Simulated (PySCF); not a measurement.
**Effect of structural changes**

Theory: GIAO KT3/pcSseg-1 magnetisability, rotational g tensor and spin-rotation constants, non-relativistic, gas phase in PySCF. Geometry: GFN2-xTB.

Each molecule in one low-energy conformer. The parent is CO[SiH2][GeH2][O][GeH3].

The calculation is non-relativistic, which matters for the atoms heavier than Zn.

Task: How does the isotropic susceptibility change along this series?
- CO[SiH2][GeH2][O][GeH3] (base)
- CO[SiH2][GeH2][O]C (Ge replaced by C)
- CO[SiH2][SiH2][O][GeH3] (Ge replaced by Si)

Result: 
| molecule | χ, cgs (10⁻⁶ cm³/mol) | magnetisability anisotropy (10⁻³⁰ J/T²) |
| --- | --- | --- |
| CO[SiH2][GeH2][O][GeH3] | -85.1 | 414 |
| CO[SiH2][GeH2][O]C | -73.8 | 225 |
| CO[SiH2][SiH2][O][GeH3] | -74.0 | 440 |

The isotropic susceptibility is lowest for CO[SiH2][GeH2][O][GeH3] and highest for CO[SiH2][GeH2][O]C.
